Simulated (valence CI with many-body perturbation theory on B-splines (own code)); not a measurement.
**E1 transitions of Si VIII**

Computed by configuration interaction combined with many-body perturbation theory (CI+MBPT): five valence electrons over a frozen Dirac-Fock core [He], a basis of 9 s, 9 p, 8 d, 6 f, 3 g, 1 h functions for each j, with the one-electron correlation potential Σ1, the two-electron term Σ2, the three-electron term Σ3, Breit, model QED; selected CI, second order for the rest, scaled by the run's own slope (own B-spline code, finite nucleus).

No measured spectrum was set against this ion. As an estimate, levels hold to about 100 cm⁻¹ or 0.05 % of their energy and the worst to 300 or 400 cm⁻¹, as in measured light ions of charge 2 to 7. Among the levels kept, up to 2100 cm⁻¹ of a level comes from second order outside the variational space, and about a tenth of that is noise between levels of different J, which matters for small intervals.

Lines 101 to 150 of 213 in falling wavelength, among levels below 1683400 cm⁻¹, chosen from the strongest by gf and those to the six lowest levels. Wavelengths and rates use the calculated energies, so an error of 300 cm⁻¹ moves a line at 25.06 nm by 0.075 % and its rate by three times that or more. Electric multipoles are in the length gauge, E1 and E2 with the static RPA response of the core. Weak lines are less certain than strong ones. Lines between different terms over intervals too small for the method are left out, as are lines whose strength nearly cancels.

Letters in brackets count levels of one name in rising energy.

```csv
λ vac (nm),Upper,Lower,A (s⁻¹),S (a.u.) with core polarisation,S without
25.06,2s2p⁴ ²S_1/2,2s²2p³ ²P°_3/2,1.11e+10,1.72e-01,1.73e-01
25.03,2s2p⁴ ²S_1/2,2s²2p³ ²P°_1/2,7.78e+09,1.20e-01,1.21e-01
23.54,2s2p⁴ ²P_3/2,2s²2p³ ²P°_3/2,6.72e+09,1.73e-01,1.74e-01
23.51,2s2p⁴ ²P_3/2,2s²2p³ ²P°_1/2,1.71e+09,4.38e-02,4.41e-02
23.30,2s2p⁴ ²P_1/2,2s²2p³ ²P°_3/2,8.12e+09,1.01e-01,1.02e-01
23.27,2s2p⁴ ²P_1/2,2s²2p³ ²P°_1/2,5.06e+09,6.29e-02,6.33e-02
22.95,2s2p⁴ ²S_1/2,2s²2p³ ²D°_3/2,1.10e+09,1.31e-02,1.31e-02
21.68,2s2p⁴ ²P_3/2,2s²2p³ ²D°_5/2,3.05e+10,6.13e-01,6.16e-01
21.67,2s2p⁴ ²P_3/2,2s²2p³ ²D°_3/2,4.45e+09,8.94e-02,8.98e-02
21.46,2s2p⁴ ²P_1/2,2s²2p³ ²D°_3/2,3.01e+10,2.93e-01,2.95e-01
19.79,2s2p⁴ ²S_1/2,2s²2p³ ⁴S°_3/2,8.14e+06,6.23e-05,6.27e-05
19.69,2p⁵ ²P°_3/2,2s2p⁴ ⁴P_5/2,1.68e+07,2.53e-04,2.55e-04
18.83,2s2p⁴ ²P_3/2,2s²2p³ ⁴S°_3/2,1.85e+07,2.44e-04,2.45e-04
8.319,2s²2p²3p ⁴D°_3/2,2s2p⁴ ⁴P_5/2,1.78e+07,2.02e-05,2.00e-05
8.284,2s²2p²3p ⁴D°_7/2,2s2p⁴ ⁴P_5/2,1.44e+08,3.22e-04,3.24e-04
8.264,2s²2p²3p ⁴P°_3/2,2s2p⁴ ⁴P_5/2,2.42e+09,2.69e-03,2.68e-03
8.250,2s²2p²3p ⁴P°_5/2,2s2p⁴ ⁴P_5/2,2.52e+09,4.18e-03,4.17e-03
8.195,2s²2p²3p ²D°_3/2 [a],2s2p⁴ ⁴P_5/2,3.20e+07,3.48e-05,3.47e-05
8.167,2s²2p²3p ²D°_5/2 [a],2s2p⁴ ⁴P_5/2,9.99e+07,1.61e-04,1.61e-04
8.153,2s²2p²3p ⁴S°_3/2,2s2p⁴ ⁴P_5/2,9.50e+09,1.02e-02,1.01e-02
7.881,2s2p³3s ⁶S°_5/2,2s2p⁴ ⁴P_5/2,1.65e+07,2.39e-05,2.38e-05
7.737,2s²2p²3p ²P°_3/2 [b],2s2p⁴ ⁴P_5/2,6.98e+07,6.38e-05,6.34e-05
7.622,2s2p³3s ⁴S°_3/2,2s2p⁴ ⁴P_3/2,3.90e+10,3.41e-02,3.39e-02
7.602,2s2p³3s ⁴S°_3/2,2s2p⁴ ⁴P_5/2,6.02e+10,5.22e-02,5.20e-02
7.553,2s²2p²3s ⁴P_1/2,2s²2p³ ²P°_3/2,8.89e+07,3.78e-05,3.76e-05
7.548,2s²2p²3p ²P°_3/2 [c],2s2p⁴ ⁴P_5/2,6.01e+07,5.10e-05,5.08e-05
7.540,2s²2p²3s ⁴P_3/2,2s²2p³ ²P°_3/2,1.08e+08,9.12e-05,9.08e-05
7.537,2s²2p²3s ⁴P_3/2,2s²2p³ ²P°_1/2,2.04e+07,1.73e-05,1.72e-05
7.443,2s²2p²3s ²P_1/2,2s²2p³ ²P°_3/2,1.50e+10,6.12e-03,6.10e-03
7.440,2s²2p²3s ²P_1/2,2s²2p³ ²P°_1/2,4.44e+10,1.81e-02,1.80e-02
7.421,2s²2p²3s ²P_3/2,2s²2p³ ²P°_3/2,5.94e+10,4.79e-02,4.77e-02
7.418,2s²2p²3s ²P_3/2,2s²2p³ ²P°_1/2,1.45e+10,1.17e-02,1.16e-02
7.349,2s²2p²3s ⁴P_1/2,2s²2p³ ²D°_3/2,3.72e+08,1.46e-04,1.45e-04
7.338,2s²2p²3s ⁴P_3/2,2s²2p³ ²D°_5/2,3.46e+08,2.70e-04,2.68e-04
7.336,2s²2p²3s ⁴P_3/2,2s²2p³ ²D°_3/2,1.24e+08,9.68e-05,9.63e-05
7.320,2s²2p²3s ⁴P_5/2,2s²2p³ ²D°_5/2,2.32e+08,2.69e-04,2.68e-04
7.245,2s²2p²3s ²P_1/2,2s²2p³ ²D°_3/2,1.05e+11,3.96e-02,3.93e-02
7.235,2s²2p²3s ²D_5/2,2s²2p³ ²P°_3/2,2.36e+10,2.65e-02,2.64e-02
7.235,2s²2p²3s ²D_3/2,2s²2p³ ²P°_3/2,1.39e+10,1.04e-02,1.04e-02
7.232,2s²2p²3s ²D_3/2,2s²2p³ ²P°_1/2,1.94e+10,1.45e-02,1.45e-02
7.225,2s²2p²3s ²P_3/2,2s²2p³ ²D°_5/2,8.85e+10,6.59e-02,6.55e-02
7.224,2s²2p²3s ²P_3/2,2s²2p³ ²D°_3/2,2.15e+09,1.60e-03,1.59e-03
7.049,2s²2p²3s ²D_5/2,2s²2p³ ²D°_5/2,6.87e+10,7.13e-02,7.09e-02
7.048,2s²2p²3s ²D_3/2,2s²2p³ ²D°_5/2,3.84e+09,2.66e-03,2.64e-03
7.048,2s²2p²3s ²D_5/2,2s²2p³ ²D°_3/2,8.09e+09,8.39e-03,8.35e-03
7.047,2s²2p²3s ²D_3/2,2s²2p³ ²D°_3/2,6.35e+10,4.39e-02,4.36e-02
6.992,2s²2p²3s ⁴P_1/2,2s²2p³ ⁴S°_3/2,5.38e+10,1.82e-02,1.81e-02
6.981,2s²2p²3s ⁴P_3/2,2s²2p³ ⁴S°_3/2,5.39e+10,3.62e-02,3.60e-02
6.965,2s²2p²3s ⁴P_5/2,2s²2p³ ⁴S°_3/2,5.41e+10,5.41e-02,5.39e-02
6.955,2s²2p²3s ²S_1/2,2s²2p³ ²P°_3/2,6.09e+10,2.02e-02,2.01e-02
```
